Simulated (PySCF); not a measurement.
## Simulated characterisation data

How the numbers were obtained: geometry: GFN2-xTB, PBE0/pcSseg-1 with gauge-including orbitals, in PySCF (a single conformation, no solvent model, non-relativistic, fast rotation and ring inversion assumed for equivalent nuclei).

Referencing at the same level of theory: 1H (31.72 ppm) and 13C (186.93 ppm) against TMS. Splittings of carbon signals by F and P are missing where no couplings were computed. Where no couplings were computed, multiplicities follow the n + 1 count of equivalent neighbours, and m marks all less simple cases (inequivalent or close neighbours, rings, F or P nearby). Shifts are as computed. Against solution values, carbons near 30 ppm lie about +3 ppm off and those near 130 ppm about +5 ppm. Of 1211 compounds with measured shifts, 218 miss one by over three times the rms of a fit or turn the order of signals round; such compounds aren't used in these exercises.

Compound 1 (C$_{6}$H$_{8}$FOPSi). 1H NMR (400 MHz, computed): δ 7.24 (m, 1H), 6.53 (m, 1H), 4.52 (m, 3H), 2.66 (m, 3H). 13C{1H} NMR (computed): δ 213.1, 188.2, 151.1, 133.0, 123.9, 39.6. Structure: SMILES CC(=O)p1c(F)ccc1[SiH3].

Compound 2 (C$_{5}$H$_{14}$Si$_{2}$). 1H NMR (400 MHz, computed): δ 6.34 (m, 1H), 5.78 (m, 1H), 4.28 (m, 2H), 3.39 (t, 3H), 2.20 (m, 1H), 1.05 (d, 6H). 13C{1H} NMR (computed): δ 168.7 (CH), 123.1 (CH), 43.7 (CH), 24.9 (CH3). Structure: `C(=C\C(C)C)/[SiH2][SiH3]`.

Compound 3 (C$_{7}$H$_{9}$O$_{2}$P). 1H NMR (400 MHz, computed): δ 8.08 (m, 1H), 7.61 (m, 1H), 6.19 (m, 1H), 1.67 (m, 3H), 1.51 (m, 1H), 1.38 (m, 1H), 1.29 (m, 1H). 13C{1H} NMR (computed): δ 158.4, 149.5, 122.6, 114.6, 23.5, 21.5, 14.6. Structure: SMILES O=[P@]1(c2ccoc2)[C@H](C)C1.
